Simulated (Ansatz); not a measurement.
Gas-phase electronic energies from Ansatz, PBE0-D4/def2-TZVP geometries. CBS: MP2 limit from def2 TZ/QZ plus the TZ coupled-cluster correction, frozen cores. Functionals use def2-TZVPP. B3LYP here is the variant with VWN-RPA as its local correlation; programs differ in this. HSE06 is defined as in plane-wave codes. Elements past krypton have def2 core potentials. For Mg, Nb outer-core shells are correlated without core-valence functions, which leaves a few kJ/mol of doubt a bond. One conformer a species, not always the lowest.

`[O]=[Nb]([F])([Cl])[Cl]` + `[SiH3][O][Mg][Cl]` → `[O]=[Nb]([Cl])([Cl])[Cl]` + `[F][Mg][O][SiH3]`  (redistribution)

`[O]=[Nb]([F])([Cl])[Cl]`:

Z-matrix (Å, degrees):
```
Nb
O 1 1.677
Cl 1 2.277 2 107.8
Cl 1 2.277 2 107.8 3 119.8
F 1 1.851 2 107.5 3 -120.1
```

`[SiH3][O][Mg][Cl]`:

```xyz
7

Si   -0.614    0.732   -0.853
O     0.160   -0.191    0.223
Mg    1.014   -1.208    1.408
Cl    2.055   -2.449    2.854
H     0.070    2.047   -1.024
H    -0.668    0.070   -2.189
H    -2.016    1.001   -0.421
```

`[O]=[Nb]([Cl])([Cl])[Cl]`:

Z-matrix (Å, degrees):
```
Nb
O 1 1.675
Cl 1 2.273 2 107.7
Cl 1 2.273 2 107.7 3 120.0
Cl 1 2.273 2 107.7 3 -120.0
```

`[F][Mg][O][SiH3]`:

```xyz
7

F     2.220   -2.047    2.506
Mg    1.232   -1.136    1.390
O     0.223   -0.206    0.252
Si   -0.690    0.636   -0.779
H    -2.088    0.770   -0.275
H    -0.147    2.011   -0.981
H    -0.750   -0.028   -2.113
```

```
             level  ΔE (kcal/mol)  difference from CCSD(T)/CBS
       LDA (SPW92)            7.2                          1.4
            PBE-D4            6.9                          1.1
           BLYP-D4            6.2                          0.4
         r2SCAN-D4            8.3                          2.5
            B97M-V            8.5                          2.7
           PBE0-D4            7.7                          1.9
          B3LYP-D4            7.0                          1.2
        r2SCAN0-D4            8.4                          2.6
          HSE06-D4            7.7                          1.9
          BHLYP-D4            8.0                          2.2
      CAM-B3LYP-D4            8.6                          2.8
           ωB97X-V            9.4                          3.6
           ωB97M-V            8.6                          2.8
          PBE-QIDH            6.6                          0.8
               PBE            7.6                          1.8
            revPBE            7.9                          2.1
              BLYP            7.5                          1.7
            r2SCAN            8.5                          2.7
              PBE0            8.2                          2.4
             B3LYP            8.0                          2.2
           r2SCANh            8.5                          2.7
           r2SCAN0            8.5                          2.7
             HSE06            8.2                          2.4
         CAM-B3LYP            9.2                          3.4
           LC-ωPBE           10.1                          4.3
RPA@PBE/def2-TZVPP            6.4                          0.6
       HF/def2-SVP           11.7                          5.9
      MP2/def2-SVP            4.3                         -1.5
     CCSD/def2-SVP            7.5                          1.7
  CCSD(T)/def2-SVP            6.8                          1.0
     HF/def2-TZVPP           12.1                          6.3
    MP2/def2-TZVPP            2.9                         -2.9
SCS-MP2/def2-TZVPP            4.6                         -1.2
   CCSD/def2-TZVPP            7.4                          1.6
CCSD(T)/def2-TZVPP            6.4                          0.6
     HF/def2-QZVPP           11.3                          5.5
    MP2/def2-QZVPP            2.3                         -3.5
SCS-MP2/def2-QZVPP            4.0                         -1.8
      HF/CBS(def2)           11.2                          5.4
     MP2/CBS(def2)            2.3                         -3.5
       CCSD(T)/CBS            5.8                            0
```

Q: What do rigid-rotor, harmonic-oscillator terms from PBE0-D4/def2-TZVP frequencies (298.15 K, 1 bar) make of the CCSD(T)/CBS value? (Estimate.)

A: The calculation gave: ΔZPE = -0.1 kcal/mol, ΔH = +5.7 kcal/mol, ΔS = -10 J/(mol·K), ΔG = +6.4 kcal/mol.

Largest T1 diagnostic among the species: 0.021, so the coupled-cluster value is less sure than usual.

Leaving LDA and LC-ωPBE aside and taking each functional with its dispersion term where it has one, the values spread over 3.1 kcal/mol, from BLYP-D4 to ωB97X-V. The D4 term adds −1.0 kcal/mol with B3LYP and −0.6 kcal/mol with PBE0; it sums over pairs of atoms, weighted by their polarisabilities, and B3LYP, whose exchange is more repulsive, gets the larger term.
